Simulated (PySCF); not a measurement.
CsI: from constants to spectrum

RHF-CCSD(T) constants of CsI, ¹Σ⁺ (singlet), closed shell (PySCF, scalar-relativistic core potentials, basis sets Cs def2-TZVPP with ECP46, I def2-TZVPP with ECP28; masses 132.9054 and 126.9045 u):

| Quantity | Value |
| --- | --- |
| ωe | 112.5 cm⁻¹ |
| ωexe | 0.238 cm⁻¹ |
| Be | 0.022708 cm⁻¹ |
| αe | 6.8e-05 cm⁻¹ |
| De to Cs + I | 3.45 eV |

**Question.** What force constant and bond length do these constants imply?

**Answer.** Reduced mass μred = 64.918 u; k = 5.8918×10⁻⁷·μred·ωe² (u, cm⁻¹, mdyn/Å) = 0.484 mdyn/Å; Re = √(16.8576/(μred·Be)) (u, cm⁻¹, Å) = 3.382 Å.

**Question.** Estimate the centrifugal constant D from the Kratzer relation and find the Dunham coefficient a1.

**Answer.** D = 4Be³/ωe² = 3.7e-09 cm⁻¹; a1 = −1 − αeωe/(6Be²) = -3.47.

Measured values (Huber and Herzberg, Constants of Diatomic Molecules (1979)): ωe = 119.178 cm⁻¹, ωexe = 0.2505 cm⁻¹, Be = 0.023627357 cm⁻¹, αe = 6.8263e-05 cm⁻¹.

Correlated steps freeze 4 core orbitals. Spin–orbit coupling is left out, which matters for elements this heavy, above all for dissociation energies. Where the molecule has an RHF reference, its open-shell atoms are computed with UHF.
